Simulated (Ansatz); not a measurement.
`CN[SiH](C)F` → `C[SiH2]F` + `C=N` at 600 K and 1 bar (β-hydride elimination).

Isolated molecules relaxed with PBE0-D4/def2-TZVP in Ansatz; ΔE leaves out vibrations. CCSD(T)/CBS is the MP2 limit (def2-TZVPP, def2-QZVPP) plus CCSD(T) − MP2 in def2-TZVPP, frozen cores. This one scheme is used for every species. One conformer a species, not always the lowest.

| species | CCSD(T)/CBS energy (Eh) | H − E (kJ/mol) | S (J/(mol·K)) |
| --- | --- | --- | --- |
| `CN[SiH](C)F` | -524.60225 | 340.2 | 460.6 |
| `C[SiH2]F` | -430.00374 | 191.4 | 351.0 |
| `C=N` | -94.52360 | 129.6 | 259.4 |

H − E and S are ideal-gas, rigid-rotor, harmonic terms from PBE0-D4/def2-TZVP, for one conformer and one mirror image of each species. 1 Eh = 2625.50 kJ/mol, R = 8.31446 J/(mol·K).

By hand: ΔE, ΔH, ΔS and ΔG.

ΔE = (-430.00374) + (-94.52360) − (-524.60225) = 0.07491 Eh = 196.7 kJ/mol. Δ(H − E) = 191.4 + 129.6 − 340.2 = -19.2, so ΔH = 177.5 kJ/mol. ΔS = 351.0 + 259.4 − 460.6 = 149.8 J/(mol·K). ΔG = 177.5 − 600 × (149.8)/1000 = 87.6 kJ/mol.

By hand: the equilibrium constant, and the temperature at which ΔG would vanish if ΔH and ΔS stayed fixed.

log₁₀ K = −ΔG/(RT ln 10) = -7.6. ΔG = 0 at ΔH/ΔS = 1185 K.

The number of gas molecules changes by +1, which sets the sign of ΔS. A doubt of 5 kJ/mol in ΔE shifts log₁₀ K by 0.4 here. Other conformers and mirror images would add mixing entropy, several J/(mol·K) or more a flexible species. These are equilibria of isolated gas molecules and say nothing of rates. Largest T1 diagnostic: 0.012 (customary marks: 0.02 for closed shells, 0.045 for open ones).
